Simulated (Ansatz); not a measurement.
Ansatz results at the PBE0-D4/def2-TZVP geometry: HOMO–LUMO gap (ωB97M-V/def2-TZVPP) 9.53 eV; HOMO–LUMO gap (PBE/def2-TZVPP) 2.96 eV; LUMO energy (PBE0/def2-TZVPP) -1.51 eV.

Each molecule was computed in one conformer, which needn't be the lowest.

Question: Which molecule gave them?
A. `C[SiH2][SiH]1[CH2][AlH]1`
B. `[OH][Al]1[CH2][SiH2][SiH2]1`
C. `NCC(O)=S`
D. `N=C(S)CO`

Answer: C. The others give `N=C(S)CO`: 11.20, 4.71, -0.45; `C[SiH2][SiH]1[CH2][AlH]1`: 7.64, 2.38, -1.82; `[OH][Al]1[CH2][SiH2][SiH2]1`: 8.90, 3.52, -1.49.
